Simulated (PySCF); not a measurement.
PySCF 2.14 output of an unrestricted M06-L calculation on a single atom or ion in Sapporo-DKH3-DZP-2012, with scalar relativity by spin-free X2C-1e:

```
SCF conv_tol = 1e-09
number electrons alpha = 14  beta = 13
    Y. Zhao and D. G. Truhlar.,  J. Chem. Phys. 125, 194101 (2006)
    Y. Zhao and D. G. Truhlar.,  J. Chem. Phys. 125, 194101 (2006)
    Y. Zhao and D. G. Truhlar.,  Theor. Chem. Acc. 120, 215 (2008)
cycle= 1 E= -1520.16614607427  delta_E= -0.00665  |g|= 0.145  |ddm|= 0.212
cycle= 2 E= -1520.1523694059  delta_E= 0.0138  |g|= 0.326  |ddm|= 0.167
cycle= 3 E= -1520.16956513142  delta_E= -0.0172  |g|= 0.00781  |ddm|= 0.132
cycle= 4 E= -1520.16962388537  delta_E= -5.88e-05  |g|= 0.00476  |ddm|= 0.0284
cycle= 5 E= -1520.16965382766  delta_E= -2.99e-05  |g|= 0.00144  |ddm|= 0.0277
cycle= 6 E= -1520.16966178963  delta_E= -7.96e-06  |g|= 0.000764  |ddm|= 0.0217
cycle= 7 E= -1520.16966199379  delta_E= -2.04e-07  |g|= 0.000448  |ddm|= 0.00227
cycle= 8 E= -1520.1696622654  delta_E= -2.72e-07  |g|= 3.12e-05  |ddm|= 0.00394
cycle= 9 E= -1520.1696622669  delta_E= -1.5e-09  |g|= 2.03e-05  |ddm|= 0.000238
cycle= 10 E= -1520.16966226699  delta_E= -9.37e-11  |g|= 2.2e-06  |ddm|= 3.13e-05
converged SCF energy = -1520.16966226699  <S^2> = 0.79259831  2S+1 = 2.0421541
```

The run itself started from symmetry-adapted Hartree-Fock orbitals and held the occupation by maximum overlap, on a logarithmic radial grid, so the iterations belong to that start.

Problem. Which element, charge and spin multiplicity is this?

Solution. Ni⁺ (nickel, charge +1), multiplicity 2; the state was [Ar] 3d9, 2D determinant.
